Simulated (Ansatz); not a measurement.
Ansatz (a program for electronic structure) input:
A basis named .json is the Basis Set Exchange file of that set.

Ansatz 0.2 input:
```yaml
crystal:
  periodic: [false, false, false]
  atoms:
    - {symbol: Si, position_ang: [-0.02513362, -0.01430178, 0.03434357]}
    - {symbol: C, position_ang: [-1.22280827, -0.54040722, 1.34386157]}
    - {symbol: C, position_ang: [1.15233063, 1.26510083, 0.74737089]}
    - {symbol: C, position_ang: [0.92907820, -1.51480744, -0.57365610]}
    - {symbol: C, position_ang: [-0.95217522, 0.75004722, -1.41744798]}
    - {symbol: H, position_ang: [-1.55400237, 0.11658875, 2.14193859]}
    - {symbol: H, position_ang: [-1.68560366, -1.52209225, 1.36322879]}
    - {symbol: H, position_ang: [1.73243307, 0.85294593, 1.57561509]}
    - {symbol: H, position_ang: [1.85477581, 1.61540981, -0.01277943]}
    - {symbol: H, position_ang: [0.60726092, 2.13498510, 1.12144468]}
    - {symbol: H, position_ang: [1.50552859, -1.97243730, 0.23297816]}
    - {symbol: H, position_ang: [0.25316013, -2.27422887, -0.97383693]}
    - {symbol: H, position_ang: [1.62559347, -1.23833690, -1.36889483]}
    - {symbol: H, position_ang: [-1.65063641, 0.03697397, -1.86016563]}
    - {symbol: H, position_ang: [-1.52295853, 1.62680124, -1.10467138]}
    - {symbol: H, position_ang: [-0.25223241, 1.06401514, -2.19643731]}
basis:
  gaussian:
    orbitals: cc-pV_T+d_Z.json
magnetization: {spin_polarized: true, initial_magnetization: 1}
correlation: {method: ccsd_t, electrons: outside_noble_gas}
```

Task: Which total energy does the run end on?

Result: -447.78982 Eh (CCSD(T)/cc-pV(T+d)Z). The basis has 313 functions.

It need not be the lowest isomer of its formula.
